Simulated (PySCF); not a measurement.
Numbering as in the mapped SMILES `[CH:1]#[C:2]/[C:3]([F:4])=[CH:5]\[CH2:6][F:7]`; H(Xn) means a hydrogen on atom n.

Geometry: PBE0-D3(BJ)/def2-SVP; GIAO absolute shieldings from PySCF, gas phase, non-relativistic, averaged over equivalent atoms.

At PBE0/pcSseg-0 (71 basis functions, 4.7 s wall time on 1 thread of an Arm Neoverse V2, shared host):
| atoms | σ (ppm) |
| --- | --- |
| C3 | 32.2 |
| C5 | 63.5 |
| C1 | 91.7 |
| C6 | 110.6 |
| C2 | 112.6 |
| F4 | 274.0 |
| F7 | 442.7 |
| H(C5) | 26.91 |
| H(C6) | 27.44 |
| H(C1) | 29.13 |

What do these become at KT3/pcSseg-1?

Answers


```csv
atoms,σ at KT3/pcSseg-1,change
C3,42.0,+9.8
C5,69.9,+6.4
C1,99.4,+7.7
C6,103.3,-7.3
C2,113.5,+0.9
F4,260.4,-13.6
F7,395.6,-47.1
H(C5),25.48,-1.43
H(C6),26.19,-1.25
H(C1),27.79,-1.34
```

The largest change is at F7 (fluorine on an sp3 carbon). Cost: 139 basis functions, 14 s wall time on 1 thread of an Arm Neoverse V2, shared host. The order of the carbon signals is the same at both levels.
